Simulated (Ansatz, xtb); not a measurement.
CH4AlFOS (SMILES C[O][Al]([F])[SH]): the dipole moment, rung by rung

The species is CH4AlFOS (9 atoms), meant as a singlet with charge 0. SMILES: `C[O][Al]([F])[SH]`. Geometry: relaxed at PBE0-D4/def2-TZVP. This is one conformer, not always the lowest.

```xyz
9

C    -0.3799   -1.4136    0.1240
O     0.3798   -0.5334   -0.6482
Al    0.7621    1.0888   -0.7003
F     1.7616    1.6221   -1.8853
S     0.0198    2.5586    0.7081
H    -0.8678   -0.9179    0.9729
H     0.2581   -2.2095    0.5195
H    -1.1587   -1.8751   -0.4906
H    -0.6865    1.6338    1.3829
```

Each level gives the dipole moment (D). The values are calculated.

| level | kind | program | value (D) |
| --- | --- | --- | --- |
| GFN2-xTB | semi-empirical | xtb | 3.77 |
| GFN0-xTB | semi-empirical | xtb | 3.52 |
| GFN1-xTB | semi-empirical | xtb | 4.25 |
| HF/STO-3G | Hartree–Fock | Ansatz | 1.56 |
| HF/3-21G | Hartree–Fock | Ansatz | 3.88 |
| HF/def2-SVP | Hartree–Fock | Ansatz | 3.32 |
| PBE/cc-pVTZ | GGA | Ansatz | 2.69 |
| PBE0/6-31G | global hybrid | Ansatz | 3.97 |
| B3LYP/6-31G* (spherical functions) | global hybrid | Ansatz | 3.01 |
| B3LYP/6-31G* (Cartesian functions) | global hybrid | Ansatz | 3.01 |

The values span 1.56 to 4.25 D. Sets without polarisation functions give poor dipoles. Without the sets that lack polarisation functions the rows with a basis span only 2.69 to 3.32 D.
